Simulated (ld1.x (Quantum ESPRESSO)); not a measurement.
## Which change was made? (Ru, TM)

ruthenium (Ru), norm-conserving Troullier–Martins (Kleinman–Bylander form), made with ld1.x (Quantum ESPRESSO) 7.5 (LDA (PZ), fully relativistic). Core [Ar] 3d10, reference 4s2 4p6 4d7 5s1 5p0. Waves: 4s (bound): rc 1.40 bohr; 4d (bound): rc 1.25 bohr; 4p (bound): rc 1.80 bohr. Local part: the p channel. Core correction: none.

Open shells are filled in proportion to 2j + 1 (rel_dist='average').

Occupied shells without a wave of their own: 5s. They enter only through the test configuration that unscreens the potential.

Cutoffs, loose and tight: the cutoffs (Ry, on a coarse ladder) from which the occupation-weighted sum of valence levels, in a spherical-Bessel basis at the reference potential, stays within 10 and 1 mRy of its value at 400 Ry. They do not see the model core or the augmentation charge, which bear on the density cutoff. Test errors are all-electron minus pseudo excitation energies from the reference, over the configurations 4s2 4p6 4d7 5s0 5p0; 4s2 4p6 4d6 5s0 5p0; 4s2 4p6 4d5 5s0 5p0; 4s2 4p6 4d8 5s0 5p0; 4s1 4p6 4d7 5s1 5p0; 4s2 4p6 4d6 5s2 5p0; 4s2 4p6 4d7.5 5s0.5 5p0; variants that change the core or the reference have their own tests.

The base gives: outcome: generated, misses its reference levels by 2.32 eV; bound ghosts: not determined; largest test error (meV): -830.

On the changes marked as counting shells twice: ld1.x takes every shell without a wave as core, so the model core holds the marked electrons as well and exchange and correlation see them twice. This cancels in the reference configuration, but the file is broken for other ones, and its errors say nothing about a proper core correction.

(1) After one change the result is: outcome: generated, misses its reference levels by 2.32 eV; bound ghosts: not determined; largest test error (meV): -1295. Which change was it?
A. core [Kr], valence charge 8; reference 4d7 5s1 5p0; waves now 5p (bound): rc 2.90 bohr; 4d (bound): rc 1.40 bohr; 5s (bound): rc 2.35 bohr; local potential the s channel; core correction Bessel-smoothed model core inside 1.15 bohr
B. type ultrasoft; waves now 4s (bound): rcut 1.30, rcutus 1.40 bohr; 5s (bound): rcut 1.30, rcutus 1.40 bohr; 4p (bound): rcut 1.55, rcutus 1.80 bohr; 5p (bound): rcut 1.55, rcutus 1.80 bohr; 4d (bound): rcut 1.10, rcutus 1.25 bohr; 4d channel at 3 Ry: rcut 1.10, rcutus 1.25 bohr; local potential all-electron potential smoothed inside 1.25 bohr (lloc = -2); augmentation built from norm-conserving waves at rcut, not smoothed further
C. functional PBEsol
D. core correction full core density, not smoothed (it rises at the typed radius of 1.54 bohr, so ld1.x skipped the fit) (5s counted twice)

## Answers

(1) D. The others give: type ultrasoft; waves now 4s (bound): rcut 1.30, rcutus 1.40 bohr; 5s (bound): rcut 1.30, rcutus 1.40 bohr; 4p (bound): rcut 1.55, rcutus 1.80 bohr; 5p (bound): rcut 1.55, rcutus 1.80 bohr; 4d (bound): rcut 1.10, rcutus 1.25 bohr; 4d channel at 3 Ry: rcut 1.10, rcutus 1.25 bohr; local potential all-electron potential smoothed inside 1.25 bohr (lloc = -2); augmentation built from norm-conserving waves at rcut, not smoothed further → outcome: generated, misses its reference levels by 0.99 eV; bound ghosts: not determined; largest test error (meV): test run stopped at test 1 of 7 (negative rho) | core [Kr], valence charge 8; reference 4d7 5s1 5p0; waves now 5p (bound): rc 2.90 bohr; 4d (bound): rc 1.40 bohr; 5s (bound): rc 2.35 bohr; local potential the s channel; core correction Bessel-smoothed model core inside 1.15 bohr → outcome: generated; cutoff, loose: 55 Ry; cutoff, tight: 70 Ry; bound ghosts: none; largest test error (meV): -1785 | functional PBEsol → outcome: generated, misses its reference levels by 2.29 eV; bound ghosts: not determined; largest test error (meV): -829.
